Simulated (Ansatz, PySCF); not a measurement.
System: CCl (charge 0, doublet). 
Structure (B3LYP-D3(BJ)/def2-TZVP (Ansatz, a first-principles code) minimum search):
SMILES: [C]Cl
```xyz
2

C      0.0000     0.0000    -1.2243
Cl     0.0000     0.0000     0.4321
```
Charge 0, spin multiplicity 2.

Dipole moments at this geometry, in debye (magnitudes).

| level | program | dipole (D) |
|---|---|---|
| BHLYP/def2-TZVPD | Ansatz | 1.30 |
| r2SCANh/def2-TZVPD | Ansatz | 1.43 |
| r2SCAN0/def2-TZVPD | Ansatz | 1.37 |
| M06-2X/def2-TZVPD | PySCF | 1.33 |
| CAM-B3LYP/def2-TZVPD | Ansatz | 1.44 |
| CCSD(T)/aug-cc-pV(D+d)Z | Ansatz | 1.43 |
